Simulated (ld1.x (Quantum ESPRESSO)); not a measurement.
## Before and after: PAW potential for nitrogen

- Element: nitrogen (N)
- Generator: ld1.x (Quantum ESPRESSO) 7.5
- Type: PAW
- Functional: PW91
- Relativity: scalar-relativistic
- Frozen core: [He]
- Valence charge: 5
- Reference configuration: 2s1.5 2p3.5
- Partial waves: 2s (bound): rcut 0.95, rcutus 1.00 bohr; 2s channel at 0.3 Ry: rcut 0.95, rcutus 1.00 bohr; 2p (bound): rcut 1.30, rcutus 1.55 bohr; 2p channel at 0.65 Ry: rcut 1.30, rcutus 1.55 bohr; 3d channel at -0.15 Ry: rc 1.80 bohr
- Local potential: the d channel
- Core correction: Bessel-smoothed model core, default radius (core density twice the valence density)
- Augmentation charge: PSQ, inside the norm-conserving radii

Change: waves 2s (bound): rcut 0.82, rcutus 0.86 bohr; 2s channel at 0.3 Ry: rcut 0.82, rcutus 0.86 bohr.

Cutoffs: the cutoffs (Ry, on a coarse ladder) from which the occupation-weighted sum of valence levels, in a spherical-Bessel basis at the reference potential, stays within 10 and 1 mRy of its value at 400 Ry; they do not see the model core or the augmentation charge, which bear on the density cutoff. Errors are all-electron minus pseudo energies relative to the spin-unpolarised reference configuration.

Problem. What does the change do?

Solution. The potential gets harder (30 Ry and 45 Ry → 40 Ry and 55 Ry); of the 7 tests that both files solve, the error grows in 0 and shrinks in 2 by more than 15 % and 0.3 meV (median size 0.8 → 0.7 meV); neither file shows a bound ghost. A smaller radius makes the pseudo-wave follow the all-electron one further in, where it bends more sharply, so more plane waves are needed.

| quantity | base | changed |
| --- | --- | --- |
| cutoff, loose | 30 Ry | 40 Ry |
| cutoff, tight | 45 Ry | 55 Ry |
| loose cutoff by channel (10 mRy a level) | s 10 Ry, p 25 Ry | s 35 Ry, p 25 Ry |
| bound ghosts | none | none |
| error for 2s2 2p3, meV [ΔE -5.74 eV] | +0.1 | +0.2 |
| error for 2s2 2p2, meV [ΔE 7.93 eV] | -0.6 | 0.0 |
| error for 2s2 2p1, meV [ΔE 36.89 eV] | -6.9 | -5.6 |
| error for 2s1 2p0, meV [ΔE 161.98 eV] | -46 | -48 |
| error for 2s1 2p4, meV [ΔE 5.75 eV] | -0.1 | -0.1 |
| error for 2s2 2p0, meV [ΔE 84.08 eV] | -20 | -21 |
| error for 2s0 2p5, meV [ΔE 17.25 eV] | -0.8 | -0.7 |
| s: phases at 1.96 bohr within 0.05 rad from the reference energy up to (Ry; the scan ends near 5) | to the end of the scan | to the end of the scan |
| p: phases at 1.96 bohr within 0.05 rad from the reference energy up to (Ry; the scan ends near 5) | to the end of the scan | to the end of the scan |
| d: phases at 1.96 bohr within 0.05 rad from the reference energy up to (Ry; the scan ends near 5) | to the end of the scan | to the end of the scan |
| lowest overlap eigenvalue by channel | s 0.55, p 0.97 | s 0.60, p 0.97 |
